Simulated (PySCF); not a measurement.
## Ionisation energy of Cl²⁺ by level of theory

Cl²⁺ [Ne] 3s2 3p3 (4S) → Cl³⁺ [Ne] 3s2 3p2 (3P), as a difference of total energies. Computed with PySCF 2.14 in aug-cc-pwCVTZ, with no relativity, point nucleus. Correlated levels: nothing frozen. The calculations carry no spin-orbit coupling.

| method | ionisation energy (eV) |
| --- | --- |
| UHF | 38.961 |
| MP2 (all electrons) | 39.678 |
| SCS-MP2 (all electrons) | 39.472 |
| CCSD (all electrons) | 39.592 |
| CCSD(T) (all electrons) | 39.626 |

A first-order spin-orbit estimate (lowest level to lowest level, LS coupling) adds -0.099 eV.

Errors of the correlated levels include the incompleteness of this basis.

Problem. Which method comes closest to the reference value, and which is furthest?

Solution. The reference is 39.8 ± 0.11 eV (semi-empirical (NIST evaluation); NIST Atomic Spectra Database, ionization energies). Closest: MP2 (all electrons) (error -0.221 eV); furthest: UHF (error -0.939 eV), both after the spin-orbit estimate.
